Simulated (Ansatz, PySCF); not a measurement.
C2H3O2, SMILES O=[C]OC, multiplicity 2. Atoms are numbered in the order given.

```xyz
7

C     -1.4135    -0.1675     0.0218
O     -0.1440    -0.8694     0.0471
C      0.9377    -0.1288    -0.0122
O      1.0577     1.0525    -0.0852
H     -1.5053     0.4075    -0.9110
H     -2.1880    -0.9405     0.0778
H     -1.4821     0.5141     0.8820
```
Charge 0, spin multiplicity 2.

Geometry optimised at B3LYP-D3(BJ)/def2-SVP. The isomer is the one that the SMILES or the coordinates give; other isomers of the formula were not compared. The values are those of a single conformer.

Two levels are set side by side: PBE-D3(BJ)/def2-SVP (Ansatz, a quantum-chemistry and plane-wave program) and B3LYP-D3(BJ)/def2-SVP (Ansatz). Each level has its own optimised geometry; the coordinates shown are those of the second. Frequencies come from the Hessian of PySCF at each geometry. Differences are taken from unrounded values.

```csv
quantity,B3LYP-D3(BJ)
mean bond length (Å),1.208
bond C1–O2 (Å),1.451
bond O2–C3 (Å),1.312
bond C3–O4 (Å),1.190
bond C1–H5 (Å),1.100
bond C1–H6 (Å),1.096
bond C1–H7 (Å),1.100
highest harmonic wavenumber (cm⁻¹),3189
mean harmonic wavenumber (cm⁻¹),1439
zero-point energy (kcal/mol),30.86
```

### Question
What does PBE-D3(BJ) give, and how far is it from B3LYP-D3(BJ)? (An estimate is asked for; the answer gives what the named calculation found.)

### Answer

```tsv
quantity	PBE-D3(BJ)	PBE-D3(BJ) minus B3LYP-D3(BJ)
mean bond length (Å)	1.217	0.009
bond C1–O2 (Å)	1.461	0.010
bond O2–C3 (Å)	1.320	0.007
bond C3–O4 (Å)	1.200	0.011
bond C1–H5 (Å)	1.108	0.008
bond C1–H6 (Å)	1.103	0.008
bond C1–H7 (Å)	1.108	0.008
highest harmonic wavenumber (cm⁻¹)	3130	-59
mean harmonic wavenumber (cm⁻¹)	1395	-45
zero-point energy (kcal/mol)	29.91	-0.96
```

Exact exchange shortens and stiffens bonds; PBE has none. Differences between two approximate levels are no errors against the true value.
